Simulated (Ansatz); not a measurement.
Input for Ansatz (development build ahead of 0.2.0):

```yaml
crystal:
  periodic: [false, false, false]
  atoms:
    - { symbol: Mn, position_ang: [0.0, 0.0, 0.0] }
    - { symbol: H, position_ang: [0.0, 0.0, 5.19] }
basis:
  gaussian: { orbitals: def2-SVP }
magnetization:
  spin_polarized: true
  initial_magnetization: 6
hamiltonian:
  xc: hf
output:
  forces: true
```

The input is written out in the form of the current development build from the run's settings.

Results

- Converged: yes
- Total energy: -1150.19657 hartree
- Spin squared of the determinant: 12.022
- Stability test: minimum

Forces (eV/Å):
```tsv
atom	Fx	Fy	Fz
Mn1	0.000	0.000	0.000
H2	0.000	0.000	0.000
```
